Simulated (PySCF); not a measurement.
Relaxation of singlet IOI₃

Computed with PySCF, PBE0, basis I def2-SVP with ECP28, O def2-SVP (scalar-relativistic core potentials, no spin–orbit coupling, density fitting). A (50,194) grid was used.

A hand-made square planar start, of C2v symmetry, held to at least that symmetry:

```xyz
5
charge 0 multiplicity 1, angstrom
I     0.0000   -0.5879    0.0000
O     0.0000   -2.4479    0.0000
I     2.6600   -0.5879    0.0000
I     0.0000    2.0721    0.0000
I    -2.6600   -0.5879    0.0000
```

Optimiser trace:
```tsv
step	E − E(last) (kJ/mol)	largest gradient (Eh/bohr)
0	86.24	0.06422
1	23.00	0.02699
2	4.36	0.01114
3	0.53	0.00390
4	0.14	0.00159
5	0.06	0.00070
6	0.02	0.00044
7	0.00	0.00032
8	0.00	0.00021
```

It ends at C2v with I–I 2.866 Å (×2), I–I 3.044 Å, I–O 1.845 Å; I–I–I 88.1° (×2), I–I–I 176.1°, I–I–O 91.9° (×2), I–I–O 180.0° (after a last refinement on a finer grid). A frequency run shows 2 imaginary modes, down to 231i cm⁻¹, so it is a higher-order saddle point. Other isomers or separated fragments may lie lower.

Final geometry:
Coordinates in bohr (charge 0 multiplicity 1):
```
I     0.0000   -1.3784    0.0000
O     0.0000   -4.8641    0.0000
I     5.4128   -1.1954    0.0000
I     0.0000    4.3739    0.0000
I    -5.4128   -1.1954    0.0000
```

The relaxation took roughly 2.2 core-minutes on a shared host.
